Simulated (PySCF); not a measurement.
# Dipole response of Pt⁺ (platinum, charge +1)

[Xe] 4f14 5d9, 2D determinant. All numbers are calculated (PySCF 2.14, the spin-free X2C one-electron Hamiltonian (Gaussian nucleus), in x2c-TZVPPall with one added diffuse shell each of s, p, d, f type (12s8p8d4f1g, 113 functions)). Coupled (time-dependent) response in atomic units; α is the mean over directions.

```csv
method,mean α (bohr³),"α xx, yy, zz",C₆ (like pair),S(−4)
PBE0,16.08,"15.99, 15.99, 16.25",120.8,82.62
```

S(−4) is the Cauchy moment in α(ω) = α(0) + S(−4) ω² + …

Spin-orbit coupling is absent.

α(iu) at PBE0:

```tsv
u (hartree)	α(iu) (bohr³)
0	16.08
0.0500	15.88
0.100	15.32
0.200	13.62
0.300	11.82
0.500	8.975
0.750	6.673
1.00	5.177
1.50	3.400
2.00	2.408
3.00	1.385
5.00	0.6263
```

A single London oscillator, α(iu) = α/(1 + u²/ω²), gives C₆ = (3/4) ω α². Matching the computed C₆ needs ω = 4 × 120.8 / (3 × 16.08²) = 0.623 hartree.

For an ion, C₆ is the dispersion term alone; charge-induced terms of lower order in 1/R come first.

The components differ because the open shell of this determinant is not spherical; for a pure term their mean is the scalar polarisability.

Spin-orbit coupling, absent here, splits the open shell strongly. ⟨S²⟩ = 0.92 against 0.75 shows spin contamination.
